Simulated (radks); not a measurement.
Q: The mean radii <r> (bohr) of the occupied orbitals of an atom or ion are listed with their occupations. All-electron calculation, scalar-relativistic Kohn-Sham, MS2 meta-GGA, spin-polarised, spherical densities, finite nucleus; meta-GGA in the generalised Kohn-Sham scheme; Fermi nuclear charge, rms radius of each element as measured or else 0.836 A^(1/3) + 0.57 fm. Program: a radial shooting solver on a logarithmic mesh with Libxc functionals.

orbital  occ.      <r>
1s up       1  0.03184
1s down     1  0.03184
2s up       1   0.1381
2s down     1   0.1381
2p up       3   0.1206
2p down     3   0.1205
3s up       1   0.3740
3s down     1   0.3744
3p up       3   0.3729
3p down     3   0.3733
3d up       5   0.3493
3d down     4   0.3499
4s up       1   0.8630
4s down     1   0.8652
4p up       3   0.9090
4p down     3   0.9098
5p up       1    1.817

Name the element and its charge. Open shells, if any, are filled with parallel spins first.

A: Z = 46, palladium, charge +10: Pd10+ in [Ar] 3d9 4s2 4p6 5p1. The 1s radius gives Z: for a bare nucleus <r> = (2 gamma + 1)/(2Z) with gamma = sqrt(1 - (Z/c)^2), 0.03135 bohr for Z = 46, and screening makes it slightly larger (0.03184 here). The occupations add up to 36, and the charge is Z minus that.
